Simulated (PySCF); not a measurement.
(Cl2B-mu-SH)2.
Bonds: B1–Cl2, B1–Cl3, B1–S4, B1–S8, S4–B5, B5–Cl6, B5–Cl7, B5–S8. Hydrogens: H9 on S4; H10 on S8.

The closed-shell ground state was solved at several levels (PySCF, density fitting, gas phase, non-relativistic). One conformer (not necessarily the lowest) at the PBE0-D3(BJ)/def2-SVP geometry, without solvent, vibrations or thermal averaging.

```tsv
level	basis functions	total energy (Eh)	HOMO (eV)	LUMO (eV)	gap (eV)	dipole (D)
CAM-B3LYP/def2-SVPD	218	-2687.5129	-10.01	-0.24	9.77	0.07
KT2/pcSseg-1	188	-2709.0482	-7.59	-2.36	5.23	0.08
```

(1) What might PBE0/pcSseg-1 (188 basis functions) give for the same quantities?

(2) Over all these levels, which gives the widest orbital gap and which the narrowest?

(3) How far do the dipole and the HOMO energy spread over the levels?

Answers

(1) Total energy -2687.2352 Eh, HOMO -8.81 eV, LUMO -1.35 eV, gap 7.46 eV, dipole 0.08 D.

(2) CAM-B3LYP/def2-SVPD (range-separated hybrid) has the widest, 9.77 eV, and KT2/pcSseg-1 (GGA) the narrowest, 5.23 eV. Functional and basis both differ between the two, so the spread mixes both effects.

(3) The dipole runs from 0.07 to 0.08 D (mean 0.08 D) and the HOMO from -10.01 to -7.59 eV.
